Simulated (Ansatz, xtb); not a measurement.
**C6H6OS: which of two isomers lies lower**

Structure a is `O=CC1=C(S)CC=C1`, a singlet and structure b is `O=CC1=CC=C(S)C1`, a singlet. Both are isolated molecules in the gas phase, relaxed with r2SCAN-D4/def2-SVP, each in the lowest conformer that the search found.

Energies in hartree; the thermal terms are from GFN2-xTB frequencies at re-optimised GFN2-xTB minima (ideal gas, soft modes damped towards free rotors, one conformer each, 298.15 K, 1 atm) and include the zero-point energy:

|  | a | b |
| --- | --- | --- |
| E, CCSD(T)/def2-SVP | −703.892373 | −703.893462 |
| E, MP2/def2-SVP | −703.793297 | −703.793563 |
| E, MP2/def2-TZVPP | −704.532929 | −704.533834 |
| zero-point energy | 0.098488 | 0.098071 |
| H(298 K) − E | 0.106802 | 0.106958 |
| G(298 K) − E | 0.066689 | 0.065267 |

Correct the CCSD(T) difference for the basis set by the MP2 change, then work out ΔE, ΔE₀, ΔH and ΔG for a → b in kcal/mol (1 Eh = 627.51 kcal/mol) and the equilibrium ratio [b]/[a].

1. Differences b − a: CCSD(T) −0.001089, MP2 in the small set −0.000266, MP2 in the large set −0.000905 Eh.
2. ΔE = −0.001089 + (−0.000905 − (−0.000266)) = −0.001728 Eh = −1.08 kcal/mol.
3. ΔE₀ = ΔE + ΔZPE = −0.001728 + (−0.000417) Eh = −1.35 kcal/mol.
4. ΔH = ΔE + (+0.000156) Eh = −0.99 kcal/mol.
5. ΔG = ΔE + (−0.001422) Eh = −1.98 kcal/mol, so ΔS = (ΔH − ΔG)/T = +13.9 J/(mol K).
6. kT = 0.9442 mEh, so K = [b]/[a] = exp(−ΔG/kT) = exp(+3.34) ≈ 28.

The sums favour b, but ΔE leans on the basis-set step (CCSD(T) alone has the other sign or is under 1 kcal/mol), so the order isn't settled. An error of 1 kcal/mol in ΔG would change K by a factor of 5.4. GFN2-xTB, r2SCAN-D4/def2-SVP//GFN2-xTB, r2SCAN-D4/def2-SVP gave ΔE the other sign. Mirror images and further conformers aren't counted.

As drawn, both hold the same kinds of bond in the same numbers.

Other levels gave ΔE = +3.7 (GFN2-xTB); −0.5 (HF/STO-3G, GFN2-xTB geometries); +1.7 (r2SCAN-D4/def2-SVP//GFN2-xTB); +2.0 (r2SCAN-D4/def2-SVP); −5.5 (HF/def2-SVP); −0.2 (MP2/def2-SVP); −0.7 (CCSD(T)/def2-SVP) kcal/mol. The correlated steps freeze 12 core orbitals. Programs: Ansatz 0.2.0, xtb 6.7.1.
